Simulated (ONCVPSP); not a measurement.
## Plane-wave convergence, ONCV potential for P

```json
{
 "Element": "P",
 "Generator": "ONCVPSP 4.0.1",
 "Type": "optimised norm-conserving Vanderbilt (ONCV)",
 "Functional": "PBEsol",
 "Relativity": "scalar-relativistic",
 "Frozen core": "[He]",
 "Valence charge": "13",
 "Reference configuration": "2s2 2p6 3s2 3p2.5 (charge +0.5)",
 "Partial waves": "2s+3s: rc 0.70 bohr, ncon 3, nbas 6, qcut 15.5 1/bohr, 2 projectors; 2p+3p: rc 0.95 bohr, ncon 3, nbas 7, qcut 17.5 1/bohr, 2 projectors",
 "Local potential": "polynomial inside 0.55 bohr (lpopt 5, dvloc0 0 Ha)",
 "Core correction": "none"
}
```

Q: For each optimised wave give the share of its norm inside rc, the residual kinetic energy above qcut (Ha) and the cutoffs (Ha) for errors of 10, 1, 0.1 and 0.01 mHa per electron.

A:

```
wave  norm inside rc  residual KE  10 mHa  1 mHa  0.1 mHa  0.01 mHa
  2s           0.813      1.3e-05    61.3   86.6    104.6     144.8
  3s           0.041      5.1e-06    22.9   72.1     96.5     115.4
  2p           0.950      6.1e-08    89.3  107.2    121.4     133.5
  3p           0.043      5.8e-08    71.9   94.9    113.7     129.2
```

The occupied waves need 107 Ha and 121 Ha for 1 and 0.1 mHa.
